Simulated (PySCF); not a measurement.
Compound: C₄H₂F₄O.
Structure used (GFN2-xTB), in Å, numbered top down from 1:
```
atom  x, y, z in Å
F1     2.2344   -0.8299    0.4801
C2     1.0061   -0.4237    0.2349
C3    -0.0825   -1.1430    0.0203
C4    -1.2112   -0.1653   -0.1793
F5    -2.2245   -0.3658    0.6896
F6    -1.7788   -0.2703   -1.3993
O7    -0.6957    1.0971    0.0242
C8     0.6892    1.0559    0.1340
F9     1.2611    1.5779   -0.9922
H10   -0.2219   -2.2046   -0.0130
H11    1.0293    1.6743    0.9747
```

The closed-shell SCF was solved with PySCF and density fitting under several settings on one GFN2-xTB geometry (grid level 2 and gas phase unless stated).

```tsv
settings	basis functions	SCF cycles	E (Eh)	HOMO (eV)	LUMO (eV)	dipole (D)
wB97X-D/aug-cc-pVDZ, fitting basis def2-universal-jkfit, start guess vsap	225	12	-628.0885	-10.77	0.60	2.36
WP04/def2-SVPD, grid level 4	211	14	-639.4275	-10.21	-3.62	2.44
```

Question: Estimate the row for these settings: BHandHLYP/cc-pVDZ, IEF-PCM chloroform.

Answer: 
```tsv
settings	basis functions	SCF cycles	E (Eh)	HOMO (eV)	LUMO (eV)	dipole (D)
BHandHLYP/cc-pVDZ, IEF-PCM chloroform	136	13	-627.9601	-9.64	0.54	2.76
```

Question: Over all rows, what range does the HOMO–LUMO gap span?

Answer: From 6.59 eV (WP04/def2-SVPD, grid level 4) to 11.37 eV (wB97X-D/aug-cc-pVDZ, fitting basis def2-universal-jkfit, start guess vsap). The functional of the narrowest has 12 % exact exchange, that of the widest range-separated exact exchange.

Question: And the dipole moment?

Answer: From 2.36 D (wB97X-D/aug-cc-pVDZ, fitting basis def2-universal-jkfit, start guess vsap) to 2.76 D (BHandHLYP/cc-pVDZ, IEF-PCM chloroform); the largest is 1.17 times the smallest, and the median is 2.44 D.

Whole jobs, the steps after the SCF included, on one thread, Intel Xeon Platinum 8488C (x86_64) (shared host):

```csv
settings,work after the SCF,wall time,peak memory
"wB97X-D/aug-cc-pVDZ, fitting basis def2-universal-jkfit, start guess vsap","shieldings, ring-centre shieldings, charges and field gradients",57 s,1.1 GiB
"WP04/def2-SVPD, grid level 4","shieldings, ring-centre shieldings",68 s,0.87 GiB
"BHandHLYP/cc-pVDZ, IEF-PCM chloroform","shieldings, ring-centre shieldings",16 s,0.77 GiB
```

wB97X-D ran without the empirical dispersion term, which would shift the total energy alone. Cycle counts include a coarse-grid stage where the run had one. WP04 was designed for NMR shieldings or shifts; total energies of different functionals aren't comparable. The species at its GFN2-xTB geometry.
